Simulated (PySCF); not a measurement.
AsFH4O2Si, SMILES O[Si]([AsH2])(O)F. Coordinates come from a B3LYP-D3(BJ)/def2-SVP optimisation. This is a generated structure with no PubChem entry under its InChIKey; it may be hypothetical. Other conformers were not sampled.

The numbers are results of B3LYP-D3(BJ)/def2-SVP run with PySCF 2.14.0, not measurements.

Harmonic wavenumbers (cm⁻¹): 92, 138, 143, 203, 223, 238, 315, 344, 443, 601, 647, 774, 791, 855, 932, 971, 996, 2186, 2198, 3845, 3875. Rotational constants (GHz): 3.808, 1.370, 1.353; symmetry number 1.

### Question
Work out the zero-point energy and the ideal-gas rigid-rotor harmonic-oscillator thermochemistry at 298.15 K and 1 atm.

### Answer
ZPE = ½ Σ hcν = ½ × 20811 cm⁻¹ = 29.75 kcal/mol. H − E(el) = 35.48 kcal/mol. Entropy in cal/(mol K): translation 41.08, rotation 28.21, vibration 20.17, total 89.47. G − E(el) = 8.80 kcal/mol. Cp = 28.91 cal/(mol K). Modes under 150 cm⁻¹ make the vibrational entropy uncertain.
